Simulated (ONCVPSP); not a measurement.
**What one change does to a pseudopotential (Ta (Z = 73), ONCV)**

```json
{"Element": "tantalum", "Generator": "ONCVPSP 4.0.1", "Type": "optimised norm-conserving Vanderbilt (ONCV)", "Functional": "PBE", "Relativity": "fully relativistic", "Frozen core": "[Xe] 4f14", "Valence charge": "5", "Reference configuration": "5d3 6s1.75 6p0.25", "Partial waves": "6s: rc 2.75 bohr, ncon 4, nbas 8, qcut 2.4 1/bohr, 3 projectors, debl 0.4 Ha; 6p: rc 3.60 bohr, ncon 3, nbas 6, qcut 2.1 1/bohr, 2 projectors, debl 2.1 Ha; 5d: rc 2.25 bohr, ncon 5, nbas 10, qcut 6.8 1/bohr, 3 projectors, debl 0.8 Ha", "Local potential": "polynomial inside 2.15 bohr (lpopt 4, dvloc0 4 Ha)", "Core correction": "Teter function, parameters optimised by the program"}
```

Open shells are filled in proportion to 2j + 1.

Change: all radii but the core radius scaled by about 1.07 (s 2.94, p 3.84, d 2.40 bohr); local potential polynomial inside 2.30 bohr (lpopt 4, dvloc0 4 Ha).

Cutoffs: the cutoffs (Ha) at which the residual kinetic energy of the hardest occupied pseudo-wave falls to 1 and 0.1 mHa per electron; they do not see the model core or the augmentation charge, which bear on the density cutoff. Errors are all-electron minus pseudo energies relative to the spin-unpolarised reference configuration.

How do hardness, ghosts and transferability respond?

The potential gets neither clearly harder nor softer (14 Ha and 17 Ha → 13 Ha and 16 Ha); the bound ghosts move from s to p, s; the errors of the 4 common tests hardly move.

| quantity | base | changed |
| --- | --- | --- |
| cutoff, loose | 14 Ha | 13 Ha |
| cutoff, tight | 17 Ha | 16 Ha |
| loose cutoff by channel | s 2.9 Ha, p 1.3 Ha, d 14 Ha | s 2.8 Ha, p 1.1 Ha, d 13 Ha |
| bound ghosts | s | s, p1/2 |
| GHOST(+) flags under 300 eV | none | p3/2 at 232.2 eV |
| error for 5d3 6s2 6p0, meV [ΔE -1.01 eV] | -1.0 | -0.9 |
| error for 5d3 6s1 6p0, meV [ΔE 7.46 eV] | -64 | -63 |
| error for 5d3 6s0 6p0, meV [ΔE 22.43 eV] | -386 | -384 |
| error for 5d3.5 6s1.5 6p0, meV [ΔE -0.03 eV] | -12 | -11 |
| rms error of d²Exc/dni dnj with the model core, mHa | 1.06 | 1.05 |

 A true bound ghost makes a file unfit for plane-wave use even where its test errors are small: the radial tests pick states by their node count and pass the ghost by.
